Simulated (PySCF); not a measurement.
## Radial density of F²⁺ (fluorine, charge +2)

UHF, [He] 2s1 2p4, high-spin 4P determinant (an excited configuration). Calculation: PySCF 2.14, in x2c-TZVPPall (5s3p2d1f, 31 functions); the spin-free X2C one-electron Hamiltonian (Gaussian nucleus).

```csv
r (bohr),4πr²ρ (e/bohr),4πr²(ρα − ρβ)
0.00240,0.03241,0.0011
0.00403,0.08838,0.0029
0.00678,0.2336,0.0078
0.0114,0.6013,0.0198
0.0192,1.466,0.0479
0.0323,3.263,0.1047
0.0543,6.211,0.1941
0.0913,9.141,0.2807
0.154,8.929,0.3337
0.258,5.317,0.7342
0.434,4.341,2.2600
0.731,5.227,3.2868
1.23,2.534,1.5051
2.07,0.2757,0.1224
3.48,0.003271,-0.0004
```

Densities and radii are taken from the X2C orbitals without a picture-change correction, which distorts them close to the nucleus.
